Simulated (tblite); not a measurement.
C5H18Si3.
Numbering: `[CH3:1][SiH2:2][C@H:3]([SiH3:4])[SiH2:5][CH:6]([CH3:7])[CH3:8]` (hydrogens: H9, H10, H11 on C1; H12, H13 on Si2; H14 on C3; H15, H16, H17 on Si4; H18, H19 on Si5; H20 on C6; H21, H22, H23 on C7; H24, H25, H26 on C8)

Structure used (GFN2-xTB), in Å, numbered top down from 1:
```
atom  x, y, z in Å
C1     2.9161    1.3604   -1.7718
Si2    2.8086   -0.0223   -0.4781
C3     1.1010   -0.0131    0.3665
Si4    1.0229   -1.2481    1.8116
Si5   -0.3053   -0.2438   -0.8945
C6    -2.0185   -0.3344   -0.0588
C7    -3.1095   -0.5612   -1.1003
C8    -2.3234    0.9209    0.7535
H9     2.2202    1.1867   -2.5865
H10    3.9133    1.4228   -2.1957
H11    2.6836    2.3295   -1.3403
H12    3.8624    0.1933    0.5274
H13    3.0422   -1.3189   -1.1273
H14    0.9764    0.9826    0.8025
H15   -0.1860   -1.0339    2.6156
H16    1.0272   -2.6217    1.3056
H17    2.1773   -1.0575    2.6954
H18   -0.0988   -1.4836   -1.6586
H19   -0.3367    0.8855   -1.8409
H20   -2.0316   -1.1875    0.6278
H21   -4.0882   -0.6435   -0.6281
H22   -2.9230   -1.4735   -1.6621
H23   -3.1422    0.2682   -1.8039
H24   -1.5944    1.0544    1.5500
H25   -2.3023    1.8034    0.1163
H26   -3.3123    0.8583    1.2079
```

Computed with GFN2-xTB (tblite): harmonic, unscaled wavenumbers at the GFN2-xTB geometry, gas phase. This tight-binding method is rough: wavenumbers can miss measured ones by several per cent, in bad cases by 10 to 20. Modes of hydrogen on silicon can be 10 to 20 % off. One conformer, not necessarily the lowest.

Harmonic wavenumbers (cm⁻¹): 32.4, 46.4, 57.5, 85.6, 108.7, 125.2, 136.3, 172.3, 193.8, 217.0, 222.3, 231.7, 268.7, 310.0, 382.0, 444.8, 473.4, 493.9, 527.3, 566.2, 596.7, 659.1, 674.1, 686.7, 716.2, 754.1, 771.7, 782.1, 788.3, 793.9, 809.9, 823.4, 830.1, 843.4, 850.8, 945.9, 949.8, 994.7, 1038.2, 1066.6, 1075.0, 1137.0, 1180.4, 1281.7, 1314.2, 1372.0, 1412.2, 1424.5, 1490.5, 1493.1, 1503.9, 1510.7, 1514.5, 1517.9, 2172.6, 2178.5, 2200.1, 2213.4, 2220.5, 2236.9, 2254.7, 2913.9, 2924.0, 2996.1, 3001.1, 3016.0, 3024.1, 3027.4, 3032.6, 3037.6, 3046.4, 3047.2.

A = 1495, B = 658.9, C = 522.0 MHz; mass 162.072 u (most abundant isotopes); point group C1, symmetry number 1.

**Question.** What is the zero-point energy?

**Answer.** ½Σν̃ = 44621 cm⁻¹ = 127.58 kcal/mol.

**Question.** Give the ideal-gas entropy at 298.15 K and 1 bar in the rigid-rotor, harmonic-oscillator model (classical rotation).

**Answer.** Translation 41.18, rotation 30.81, vibration 50.45: S = 122.4 cal/(mol K).

**Question.** And Cp and H(298.15 K) − H(0)?

**Answer.** Cp = 56.60 cal/(mol K), of which vibrations give 48.65 (their classical limit is 72 R = 143.1); H(298.15 K) − H(0) = 10.02 kcal/mol without the zero-point energy, 7.65 from vibrations.

**Question.** What must be added to the electronic energy to get the Gibbs energy at 298.15 K and 1 bar?

**Answer.** ZPE + [H(298.15 K) − H(0)] − T·S = 127.58 + 10.02 − 36.51 = 101.09 kcal/mol.

**Question.** Blend soft modes into free rotors: weight 1/[1 + (100 cm⁻¹/ν̃)⁴] for the oscillator and the rest for a rotor with moment μB/(μ + B), μ = h/(8π²ν), B = 10⁻⁴⁴ kg m². What vibrational entropy results?

**Answer.** 45.59 cal/(mol K) in place of 50.45, which changes −T·S at 298.15 K by +1.45 kcal/mol.

Hindered rotation and anharmonicity are outside this model. Other conformers, if any are populated, would add a mixing term that is left out. The structure is chiral; the term R ln 2 for an equal mix with its mirror image is left out.

Time: 8.0 s wall, 6.0 s CPU. Hardware: one thread of an Intel Xeon at 2.50 GHz, shared host. This covers the Hessian and the dipole derivatives.
